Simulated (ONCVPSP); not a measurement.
What one change does to a pseudopotential (N (Z = 7), ONCV)

| Item | Value |
| --- | --- |
| Element | N (Z = 7) |
| Generator | ONCVPSP 4.0.1 |
| Type | optimised norm-conserving Vanderbilt (ONCV) |
| Functional | PBE |
| Relativity | scalar-relativistic |
| Frozen core | [He] |
| Valence charge | 5 |
| Reference configuration | 2s2 2p3 |
| Partial waves | 2s: rc 1.05 bohr, ncon 4, nbas 7, qcut 7.5 1/bohr, 2 projectors, debl 3.8 Ha; 2p: rc 2.45 bohr, ncon 4, nbas 8, qcut 6.3 1/bohr, 1 projector; d scattering state at 0.42 Ha: rc 1.95 bohr, ncon 4, nbas 7, qcut 5.5 1/bohr, 2 projectors, debl 1.7 Ha |
| Local potential | polynomial inside 0.70 bohr (lpopt 5, dvloc0 0 Ha) |
| Core correction | Teter function, fcfact 2.75, rcfact 1.6 |

All-electron outer shells of the reference configuration (PBE, scalar-relativistic, ld1.x):

| shell | level (eV) | outermost node (bohr) | outermost maximum (bohr) |
| --- | --- | --- | --- |
| 1s | -384.72 | – | 0.15 |
| 2s | -18.58 | 0.32 | 1.02 |
| 2p | -7.09 | – | 0.98 |

Change: p: qcut 4.8.

Cutoffs: the cutoffs (Ha) at which the residual kinetic energy of the hardest occupied pseudo-wave falls to 1 and 0.1 mHa per electron; they do not see the model core or the augmentation charge, which bear on the density cutoff. Errors are all-electron minus pseudo energies relative to the spin-unpolarised reference configuration.

Q: How do hardness, ghosts and transferability respond?

A: The potential gets neither clearly harder nor softer (26 Ha and 83 Ha → 26 Ha and 83 Ha); the s channel sets the loose cutoff, while the largest relative change is in p, which becomes softer; of the 4 tests that both files solve, the error grows in 4 and shrinks in 0 by more than 15 % and 0.3 meV (median size 470.3 → 723.8 meV); neither file shows a bound ghost.

| quantity | base | changed |
| --- | --- | --- |
| cutoff, loose | 26 Ha | 26 Ha |
| cutoff, tight | 83 Ha | 83 Ha |
| loose cutoff by channel | s 26 Ha, p 13 Ha | s 26 Ha, p 9.5 Ha |
| bound ghosts | none | none |
| GHOST(+) flags under 300 eV | d at 110.9 eV | d at 110.9 eV |
| error for 2s2 2p2, meV [ΔE 13.59 eV] | +100 | +163 |
| error for 2s2 2p1, meV [ΔE 42.44 eV] | +841 | +1284 |
| error for 2s2 2p0, meV [ΔE 89.53 eV] | +3211 | +4626 |
| error for 2s1 2p4, meV [ΔE 11.51 eV] | -29 | -57 |
| s: phases at 1.06 bohr within 0.05 rad from the reference energy up to (Ha; the scan ends near 5) | to the end of the scan | to the end of the scan |
| p: phases at 2.49 bohr within 0.05 rad from the reference energy up to (Ha; the scan ends near 5) | 0.3 | 0.3 |
| d: phases at 1.98 bohr within 0.05 rad from the reference energy up to (Ha; the scan ends near 5) | 3.6 | 3.6 |
| rms error of d²Exc/dni dnj with the model core, mHa | 1.37 | 1.29 |
